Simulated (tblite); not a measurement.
Compound: C₅H₄F₃OP.
Numbering: `[CH:1]#[C:2][CH2:3][P@@H:4](=[O:5])[C:6]([F:7])=[C:8]([F:9])[F:10]` (hydrogens: H11 on C1; H12, H13 on C3; H14 on P4)

Computed with GFN2-xTB (tblite), gas phase: Langevin dynamics at 300 K from the optimised GFN2-xTB geometry, time step 0.5 fs, friction 0.01 fs⁻¹, 2000 steps.

Start geometry:
```
atom  x, y, z in Å
C1     -1.822    0.529    1.799
C2     -1.624   -0.204    0.874
C3     -1.325   -1.062   -0.245
P4      0.468   -1.058   -0.609
O5      0.877   -1.819   -1.786
C6      0.855    0.731   -0.747
F7      0.043    1.415   -1.564
C8      1.904    1.310   -0.182
F9      2.282    2.569   -0.281
F10     2.711    0.633    0.622
H11    -2.028    1.162    2.610
H12    -1.621   -2.098   -0.047
H13    -1.838   -0.725   -1.154
H14     1.117   -1.383    0.575
```

The statistics below take the 31 frames saved every 25 fs from 250 to 1000 fs; their kinetic temperature (all 3N coordinates) averages 266 K.

**Question.** How do the bond lengths spread?

**Answer.** 
| bond | start (Å) | mean (Å) | standard deviation (Å) | shortest (Å) | longest (Å) |
| --- | --- | --- | --- | --- | --- |
| C1≡C2 | 1.197 | 1.199 | 0.013 | 1.178 | 1.230 |
| C2–C3 | 1.442 | 1.445 | 0.018 | 1.409 | 1.480 |
| C3–P4 | 1.830 | 1.837 | 0.040 | 1.771 | 1.920 |
| P4=O5 | 1.460 | 1.465 | 0.014 | 1.433 | 1.499 |
| P4–C6 | 1.836 | 1.846 | 0.043 | 1.754 | 1.922 |
| C6–F7 | 1.340 | 1.345 | 0.021 | 1.310 | 1.398 |
| C6=C8 | 1.324 | 1.327 | 0.025 | 1.285 | 1.372 |
| C8–F9 | 1.318 | 1.320 | 0.023 | 1.272 | 1.361 |
| C8–F10 | 1.325 | 1.328 | 0.024 | 1.288 | 1.382 |
| C1–H11 | 1.049 | 1.051 | 0.016 | 1.022 | 1.093 |
| C3–H12 | 1.095 | 1.103 | 0.038 | 1.025 | 1.177 |
| C3–H13 | 1.097 | 1.099 | 0.027 | 1.053 | 1.160 |
| P4–H14 | 1.389 | 1.396 | 0.048 | 1.300 | 1.507 |

**Question.** How far does each atom move about its mean position (frames aligned on the start, all atoms weighted alike), and what rms force does it feel?

**Answer.** 
| atom | rms displacement (Å) | rms force (eV/Å) |
| --- | --- | --- |
| C1 | 0.19 | 1.46 |
| C2 | 0.12 | 1.62 |
| C3 | 0.12 | 1.84 |
| P4 | 0.11 | 1.85 |
| O5 | 0.23 | 1.03 |
| C6 | 0.14 | 1.98 |
| F7 | 0.21 | 0.82 |
| C8 | 0.14 | 1.95 |
| F9 | 0.23 | 1.05 |
| F10 | 0.23 | 1.02 |
| H11 | 0.30 | 0.68 |
| H12 | 0.24 | 1.15 |
| H13 | 0.26 | 0.85 |
| H14 | 0.25 | 1.03 |

The displacements run from 0.11 to 0.30 Å, the largest at H11.

**Question.** Follow the torsions C2–C3–P4–O5 and C3–P4–C6–F7 through every second one of these frames.

**Answer.** 
```json
{"t (fs)": "250", "C2–C3–P4–O5 (°)": "153", "C3–P4–C6–F7 (°)": "-60"}
{"t (fs)": "300", "C2–C3–P4–O5 (°)": "163", "C3–P4–C6–F7 (°)": "-63"}
{"t (fs)": "350", "C2–C3–P4–O5 (°)": "165", "C3–P4–C6–F7 (°)": "-57"}
{"t (fs)": "400", "C2–C3–P4–O5 (°)": "172", "C3–P4–C6–F7 (°)": "-45"}
{"t (fs)": "450", "C2–C3–P4–O5 (°)": "171", "C3–P4–C6–F7 (°)": "-53"}
{"t (fs)": "500", "C2–C3–P4–O5 (°)": "179", "C3–P4–C6–F7 (°)": "-62"}
{"t (fs)": "550", "C2–C3–P4–O5 (°)": "177", "C3–P4–C6–F7 (°)": "-52"}
{"t (fs)": "600", "C2–C3–P4–O5 (°)": "177", "C3–P4–C6–F7 (°)": "-65"}
{"t (fs)": "650", "C2–C3–P4–O5 (°)": "175", "C3–P4–C6–F7 (°)": "-42"}
{"t (fs)": "700", "C2–C3–P4–O5 (°)": "180", "C3–P4–C6–F7 (°)": "-41"}
{"t (fs)": "750", "C2–C3–P4–O5 (°)": "160", "C3–P4–C6–F7 (°)": "-52"}
{"t (fs)": "800", "C2–C3–P4–O5 (°)": "176", "C3–P4–C6–F7 (°)": "-45"}
{"t (fs)": "850", "C2–C3–P4–O5 (°)": "-168", "C3–P4–C6–F7 (°)": "-68"}
{"t (fs)": "900", "C2–C3–P4–O5 (°)": "-176", "C3–P4–C6–F7 (°)": "-58"}
{"t (fs)": "950", "C2–C3–P4–O5 (°)": "-168", "C3–P4–C6–F7 (°)": "-68"}
{"t (fs)": "1000", "C2–C3–P4–O5 (°)": "-178", "C3–P4–C6–F7 (°)": "-58"}
```

Largest departure from the start value over all these frames: C2–C3–P4–O5 31° (start -176°), C3–P4–C6–F7 20° (start -50°).

**Question.** How widely does the potential energy scatter, against a harmonic estimate?

**Answer.** Mean 0.42 eV above the start, standard deviation 0.084 eV, range 0.27 to 0.63 eV. For 36 classical harmonic modes at 300 K the canonical values are 36kT/2 = 0.47 eV and kT·√(36/2) = 0.110 eV.

The run is classical and short, so these are rough statistics of one trajectory.

The cost below is that of the whole dynamics run. Time: 24 s wall; peak memory 0.18 GiB. Hardware: an Arm Neoverse N1 with one thread, shared host with 64 logical CPUs at a one-minute load of 60.
